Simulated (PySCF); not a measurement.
Gas-phase XPS of `C[SiH2]O/C=C/F`, computed

Species: C₃H₇FOSi.
Atom-mapped SMILES: `[CH3:1][SiH2:2][O:3]/[CH:4]=[CH:5]/[F:6]`

Method used: delta-SCF UKS SCAN, pcX-2 on the ionised atom, pcseg-1 elsewhere, spin-free X2C in PySCF. Vertical ΔSCF values, vacuum level as zero.

Q: Give the core binding energies atom by atom.

A: 
| atom(s) | bonded to | level | binding energy (eV) | 2p1/2 (eV) | above the level's lowest (eV) | count |
| --- | --- | --- | --- | --- | --- | --- |
| Si2 | O, C and 2 H | Si 1s | 1847.27 | – | 0.00 | 1 |
| F6 | C | F 1s | 692.87 | – | 0.00 | 1 |
| O3 | C and Si | O 1s | 538.70 | – | 0.00 | 1 |
| C5 | F, C (double bond) and H | C 1s | 292.27 | – | +1.88 | 1 |
| C4 | O, C (double bond) and H | C 1s | 292.24 | – | +1.85 | 1 |
| C1 | 3 H and Si | C 1s | 290.39 | – | 0.00 | 1 |
| Si2 | O, C and 2 H | Si 2p3/2 | 107.38 | 108.01 | 0.00 | 1 |

Lowest listed C 1s: C1, bonded to 3 H and Si. Highest, 1.88 eV above it: C5, bonded to F, C (double bond) and H. The widest gap between neighbouring values is 1.85 eV, between 290.39 and 292.24 eV. Summing the Pauling electronegativity differences to the bonded atoms, each weighted by its formal bond order, gives -1.70 for the lowest site and +1.08 for the highest; no listed site has a larger sum than the highest. The values 292.24 and 292.27 eV lie too close for their order to be trusted.

Q: Which photon energy gives electrons from C 1s of C4 a kinetic energy of 150 eV, and what is their de Broglie wavelength?

A: hν = 292.24 + 150 = 442.24 eV, recoil neglected; λ = 12.264 Å/√(E/eV) = 1.00 Å.

The 2p values aren't plain energy differences: one relaxed spin-free 2p hole is combined with a matrix within the shell (ground-state 2p orbital-energy differences and spin–orbit coupling). 2p3/2, the mean of its two sublevels, lies a third of the splitting below the shell's mean and 2p1/2 two thirds above it; the statistical areas are 2:1. 2p1/2 minus 2p3/2 (ligand field included): Si 0.63 eV. The structure is a single GFN2-xTB conformer in the gas phase; no vibrational or solvent corrections.

On an Arm Neoverse V1 with one thread, shared host with 32 logical CPUs at a one-minute load of 24, this took 77 s of wall time and 0.64 GiB of memory at its peak.

Shape of the structure used: `[CH3:1][SiH2:2][O:3]/[CH:4]=[CH:5]/[F:6]`: C1–Si2–O3–C4 180°, Si2–O3–C4–C5 180°.
